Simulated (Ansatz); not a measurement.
A made-up structure of AlBH₃SO (charge -1), singlet:

B1  (-0.682, 1.349, -0.145)
Al2  (0.141, -0.596, -0.087)
O3  (1.444, -0.856, 1.046)
S4  (-0.681, -2.019, -1.387)
H5  (-1.663, 1.680, 0.480)
H6  (-0.332, 2.200, -0.930)
H7  (-1.185, -3.225, -1.762)
(Å)

It is relaxed with PBE-D4/def2-SVPD and then PBE0-D4/def2-TZVPD (Ansatz 0.2.0). Atoms count as bonded within 1.22 times the sum of their covalent radii (H–H: 0.88 Å). The end point is not checked to be a true minimum.

Task: Does its bonding change? (Judge from chemistry; the calculation decides.)

Result: The calculation gives: No: no bond forms or breaks.

Where it ends: The first stage lowers the energy by 1.15 eV in 13 steps. It ends as AlBH₃SO ([BH2][Al]([O])[SH]), total charge -1:
B1  (-0.715, 1.356, -0.194)
Al2  (-0.010, -0.656, -0.148)
O3  (1.197, -1.181, 0.824)
S4  (-1.169, -1.954, -1.629)
H5  (-1.568, 1.790, 0.546)
H6  (-0.232, 2.225, -0.885)
H7  (-0.460, -3.047, -1.299)
(Å)

Labels in which every atom is bracketed show which atoms are joined, not bond orders.

For scale, one of the runs: PBE0-D4/def2-TZVPD relaxation, 193 basis functions, launched by `ansatz run in.yaml --threads 2 --pin off --events-out ev --progress --plain --max-ram 4352MiB`. The run took about 46 s on 2 CPU threads of an Arm Neoverse V2 (shared host).
